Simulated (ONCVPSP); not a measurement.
**Configuration tests for Ar (ONCV)**

| Quantity | Value |
| --- | --- |
| Element | argon (Ar) |
| Generator | ONCVPSP 4.0.1 |
| Type | optimised norm-conserving Vanderbilt (ONCV) |
| Functional | PBE |
| Relativity | scalar-relativistic |
| Frozen core | [Ne] |
| Valence charge | 8 |
| Reference configuration | 3s2 3p5.5 (charge +0.5) |
| Partial waves | 3s: rc 0.95 bohr, ncon 5, nbas 10, qcut 6.3 1/bohr, 2 projectors, debl 1.9 Ha; 3p: rc 1.10 bohr, ncon 4, nbas 8, qcut 7.2 1/bohr, 2 projectors, debl 2.6 Ha; d scattering state at 0.16 Ha: rc 0.90 bohr, ncon 4, nbas 8, qcut 11.6 1/bohr, local |
| Local potential | the d channel |
| Core correction | Teter function, fcfact 4.75, rcfact 1.35 |

Energies are relative to the spin-unpolarised reference configuration 3s2 3p5.5; without spin polarisation the order of configurations can differ from experiment.

```tsv
valence configuration	charge	ΔE all-electron (eV)	error AE − PS (meV)
3s2 3p6	0	-6.547	+0.9
3s2 3p4	+2	38.170	+6.7
```

**Question.** What are ΔE and the potential's error for 3s2 3p2?

**Answer.** ΔE = 138.389 eV all-electron; the error (AE − PS) is +109 meV.

**Question.** What are ΔE and the potential's error for 3s2 3p5?

**Answer.** ΔE = 9.511 eV all-electron; the error (AE − PS) is -0.2 meV.

Levels in the configuration 3s2 3p4:

| level | all-electron (eV) | pseudo (eV) |
| --- | --- | --- |
| 3s | -50.552 | -50.540 |
| 3p | -35.423 | -35.405 |

Note: ghosts flagged at negative energy: s at -285.6 eV; GHOST(+) flags only above 600 eV. A true bound ghost makes a file unfit for plane-wave use.
